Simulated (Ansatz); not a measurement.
Sn3H2. The state is a singlet with charge 0. Geometry PBE-D4/def2-SVP.

```xyz
5

Sn    0.775   -1.143    1.300
Sn   -1.636    0.325    0.902
Sn    0.477    0.451   -1.229
H     1.829   -0.817   -0.217
H    -1.445    1.183   -0.756
```

In the def2 sets Sn takes a core potential; there is no spin–orbit coupling. HSE06 is defined as in plane-wave codes, on full-range PBE exchange. The structure comes from a short search, and lower isomers may exist.

Q: Estimate the orbital energies around the gap (eV) in Ansatz with PBE-D4/def2-SVP, PBE-D4/def2-TZVP, PBE0-D4/def2-SVP, PBE0-D4/def2-TZVPD, HSE06-D4/def2-TZVP.

A: 
| orbital | PBE-D4/def2-SVP | PBE-D4/def2-TZVP | PBE0-D4/def2-SVP | PBE0-D4/def2-TZVPD | HSE06-D4/def2-TZVP |
| --- | --- | --- | --- | --- | --- |
| HOMO−5 | -11.03 | -10.98 | -12.47 | -12.41 | -11.97 |
| HOMO−4 | -10.03 | -10.01 | -11.25 | -11.22 | -10.79 |
| HOMO−3 | -6.89 | -6.89 | -7.79 | -7.79 | -7.40 |
| HOMO−2 | -6.73 | -6.72 | -7.70 | -7.68 | -7.29 |
| HOMO−1 | -5.11 | -5.09 | -5.90 | -5.88 | -5.50 |
| HOMO | -4.97 | -4.96 | -5.63 | -5.63 | -5.25 |
| LUMO | -2.90 | -2.91 | -2.36 | -2.37 | -2.70 |
| LUMO+1 | -2.72 | -2.74 | -2.13 | -2.17 | -2.50 |
| LUMO+2 | -1.77 | -1.84 | -1.17 | -1.28 | -1.58 |
| LUMO+3 | -1.61 | -1.62 | -0.99 | -1.02 | -1.35 |
| LUMO+4 | -0.79 | -0.96 | -0.17 | -0.46 | -0.68 |
| LUMO+5 | -0.78 | -0.95 | -0.12 | -0.46 | -0.68 |
